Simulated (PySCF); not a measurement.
Job file and geometry (Å, from GFN2-xTB) of an NMR shielding run on `N#C/C=C\C[SiH2]/C=C/[SiH3]`, C₆H₁₁NSi₂, GIAO PBE0/pcSseg-1 NMR shielding, non-relativistic, gas phase (PySCF); density fitting, a coarse starting grid and PySCF grid level 2 are the driver's defaults:

```
$ OMP_NUM_THREADS=1 python probes_run.py task.json out

{"job": {"kind": "nmr", "xc": "PBE0", "basis": "pcSseg-1"}, "charge": 0, "multiplicity": 1}
N      0.106832    -2.820307    -0.162463
C     -0.746457    -2.123139     0.162552
C     -1.799520    -1.288491     0.567729
C     -2.275440    -0.296170    -0.194751
C     -1.730694     0.099312    -1.503091
Si    -0.608752     1.657502    -1.313683
C      0.768443     1.253109    -0.097599
C      1.604581     0.222004    -0.216963
Si     2.950471    -0.251344     1.012239
H     -2.216288    -1.510151     1.541065
H     -3.095222     0.301691     0.182759
H     -2.538675     0.341048    -2.192593
H     -1.136867    -0.706773    -1.933010
H     -0.109729     1.985596    -2.653281
H     -1.432823     2.757443    -0.796957
H      0.883754     1.903447     0.762762
H      1.494782    -0.430768    -1.075466
H      4.237197    -0.294657     0.311988
H      2.638128    -1.557479     1.588820
H      3.001131     0.768807     2.064896
```

Problem. What does the program print?

Solution. 
```
coarse grid: 17648 points
cycle   1  E = -868.1604728017  dE =  8.683e-01  |g| = 5.043e-01  |ddm| = 4.123e+00
cycle   2  E = -868.0534251476  dE =  1.070e-01  |g| = 8.587e-01  |ddm| = 1.199e+00
cycle   3  E = -868.2176519598  dE = -1.642e-01  |g| = 2.020e-01  |ddm| = 7.941e-01
cycle   4  E = -868.2265764942  dE = -8.925e-03  |g| = 4.499e-02  |ddm| = 1.764e-01
cycle   5  E = -868.2270691303  dE = -4.926e-04  |g| = 9.133e-03  |ddm| = 5.243e-02
cycle   6  E = -868.2270913636  dE = -2.223e-05  |g| = 2.435e-03  |ddm| = 1.218e-02
cycle   7  E = -868.2270928758  dE = -1.512e-06  |g| = 6.611e-04  |ddm| = 2.884e-03
final grid: 161184 points
cycle   8  E = -868.2791030798  dE = -3.412e-05  |g| = 7.064e-03  |ddm| = 3.123e-02
cycle   9  E = -868.2790994781  dE =  3.602e-06  |g| = 7.958e-03  |ddm| = 1.427e-02
cycle  10  E = -868.2791162774  dE = -1.680e-05  |g| = 8.458e-04  |ddm| = 7.801e-03
cycle  11  E = -868.2791164279  dE = -1.506e-07  |g| = 3.580e-04  |ddm| = 9.574e-04
cycle  12  E = -868.2791164594  dE = -3.151e-08  |g| = 9.534e-05  |ddm| = 3.451e-04
cycle  13  E = -868.2791164611  dE = -1.688e-09  |g| = 5.135e-05  |ddm| = 1.112e-04
cycle  14  E = -868.2791164616  dE = -5.218e-10  |g| = 1.776e-05  |ddm| = 4.495e-05
converged SCF energy = -868.2791164616

GIAO shielding tensors (ppm)
atom      isotropic    diamagn.    paramagn.     s11        s22        s33       span
  0 N      -56.109     341.899    -398.009   -211.494   -173.069    216.235    427.729
  1 C       63.494     263.440    -199.947    -52.502    -45.955    288.938    341.441
  2 C       84.158     256.918    -172.760    -13.828    109.783    156.519    170.348
  3 C       24.124     258.519    -234.395   -110.224     17.830    164.767    274.992
  4 C      163.036     255.487     -92.451    140.321    169.450    179.337     39.017
  5 Si     403.583     881.987    -478.404    367.421    413.624    429.705     62.284
  6 C       40.162     261.760    -221.598    -81.621     33.425    168.681    250.302
  7 C       22.764     262.308    -239.544   -107.405     -3.488    179.184    286.589
  8 Si     418.441     881.439    -462.998    369.828    421.298    464.197     94.369
  9 H       26.555      29.843      -3.289     23.403     26.708     29.553      6.150
 10 H       24.883      31.698      -6.815     22.347     24.626     27.677      5.330
 11 H       29.828      29.399       0.429     25.788     27.126     36.570     10.782
 12 H       28.828      34.169      -5.341     25.845     28.359     32.279      6.434
 13 H       27.101      29.656      -2.554     23.922     24.991     32.391      8.468
 14 H       27.439      30.279      -2.840     24.125     25.613     32.579      8.455
 15 H       24.861      34.661      -9.800     21.757     24.780     28.047      6.289
 16 H       24.143      37.348     -13.205     18.653     25.443     28.332      9.679
 17 H       27.380      28.882      -1.502     24.321     25.461     32.360      8.039
 18 H       27.183      30.381      -3.199     23.745     26.666     31.138      7.393
 19 H       27.742      29.994      -2.252     24.739     26.630     31.855      7.116
```

Problem. Turn these shieldings into chemical shifts. Referencing at the same level of theory: NH3 for ¹⁵N (267.73 ppm); ¹³C (186.93 ppm), ²⁹Si (349.16 ppm), ¹H (31.72 ppm) vs TMS.

Solution. Averaging equivalent atoms: N 0: 323.8; C 7: 164.2; C 3: 162.8; C 6: 146.8; C 1: 123.4; C 2: 102.8; C 4: 23.9; Si 5: -54.4; Si 8: -69.3; H 16: 7.57; H 15: 6.86; H 10: 6.83; H 9: 5.16; H 13/14: 4.45; H 17/18/19: 4.28; H 11/12: 2.39 ppm. Experimental scales use liquid or dissolved standards, which lie at an offset from isolated NH3 (liquid NH3: subtract about 20 ppm). Unscaled 15N shifts of sp2 nitrogen come out 20 to 40 ppm too high even then.

Size and cost of the density-fitted run: 222 basis functions, 34 s wall time on 1 thread of an Intel Xeon 6975P-C, shared host; peak memory 1.1 GiB.
